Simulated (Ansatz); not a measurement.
Input for Ansatz (a first-principles code): R-MP2/def2-TZVPPD on CdHI (SMILES [CdH][I]), atoms moved off the minimum. Elements past Kr take the def2 small-core potentials; no spin–orbit coupling. Files ending in .json are basis or fitting sets from the Basis Set Exchange. The run froze 13 orbitals, filled d shells among them.

Ansatz 0.2 input:
```yaml
crystal:
  periodic: [false, false, false]
  atoms:
    - {symbol: Cd, position_ang: [0.04404328, -0.02099993, -1.42931544]}
    - {symbol: H, position_ang: [0.00696573, 0.00613230, -2.96763583]}
    - {symbol: I, position_ang: [0.10138760, -0.00753605, 1.23039944]}
basis:
  gaussian:
    orbitals: def2-TZVPPD.json
magnetization: {spin_polarized: false}
correlation: {method: mp2, electrons: outside_noble_gas}
scf: {lower_state_search: off}
output: {forces: true}
```

The head of its log:

```
WARN ansatz: RAYON_NUM_THREADS=2 ignored (pool sized by the plan → 2); use --threads N
Functional definition: HF
these checks for a lower state are left out or cut short: starts, cluster_reference, orbital_swaps, neighbouring_geometries, increment
integrals: 0.11 GiB planned
1014 factors; integrals over basis functions are off by at most 1.1e-3 eV
mean field: 0.37 GiB planned
mean field evaluation 1: about -12629.0713 eV, gradient 1.6e1 eV
mean field evaluation 2: about -12629.2292 eV, gradient 1.6e1 eV
mean field evaluation 4: about -12630.2020 eV, gradient 1.9e0 eV
mean field evaluation 8: about -12630.2170 eV, gradient 1.9e-1 eV
mean field -12630.21702300 eV, -464.1519145266 hartree, gradient 4.1e-6 eV, S^2 0.000000; 0 other end points of the search recorded, 0 dependent functions left out
13 core orbitals not correlated
reference -12630.21702300 eV, -464.1519145266 hartree; 10, 10 occupied and 109, 109 virtual orbitals, 1014 factors
densities: 0.33 GiB planned
```

Question: Predict the final total energy.

Answer: -464.7431 hartree.
